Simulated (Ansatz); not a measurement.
F$_{3}$OW (SMILES [O]=[W]([F])([F])[F]), doublet, at a GFN2-xTB geometry (such geometries of metal compounds can be far from the true shape) (the multiplicity is a formal guess) (core potentials on W); CAM-B3LYP/def2-SVP (Ansatz, an electronic-structure program).

Input for Ansatz:
Ansatz 0.2 input:
```yaml
crystal:
  periodic: [false, false, false]
  atoms:
    - {symbol: W, position_ang: [0.07932574, 0.06417349, 0.03898352]}
    - {symbol: O, position_ang: [1.20918955, 0.69106163, -1.03814659]}
    - {symbol: F, position_ang: [0.88348104, -1.49232423, 0.63907654]}
    - {symbol: F, position_ang: [-1.40682802, -1.04599083, -0.16772679]}
    - {symbol: F, position_ang: [-1.20372208, 1.39638939, 0.13091607]}
basis:
  gaussian:
    orbitals: def2-SVP
hamiltonian:
  xc: cam_b3lyp
magnetization: {spin_polarized: true, initial_magnetization: 1}
```

Output, abridged:

```
Functional definition: CAM-B3LYP
825 factors; integrals over basis functions are off by at most 7.8e-4 eV
194 factors; integrals over basis functions are off by at most 1.3e-4 eV
mean field evaluation 1: about -12001.3488 eV, gradient 6.2e1 eV
mean field evaluation 2: about -11872.0785 eV, gradient 1.8e2 eV
mean field evaluation 4: about -12014.9256 eV, gradient 1.3e1 eV
mean field evaluation 8: about -12015.6273 eV, gradient 6.7e-1 eV
mean field evaluation 16: about -12015.6294 eV, gradient 1.3e-3 eV
mean field -12015.62944797 eV, -441.5662377266 hartree, gradient 1.1e-5 eV, S^2 0.751907; 1 other end points of the search recorded, 0 dependent functions left out
reference -12015.62958056 eV, -441.5662425993 hartree; 25, 24 occupied and 63, 64 virtual orbitals, 825 factors
Total energy: -12015.62958056 eV, -441.5662425993 hartree
```
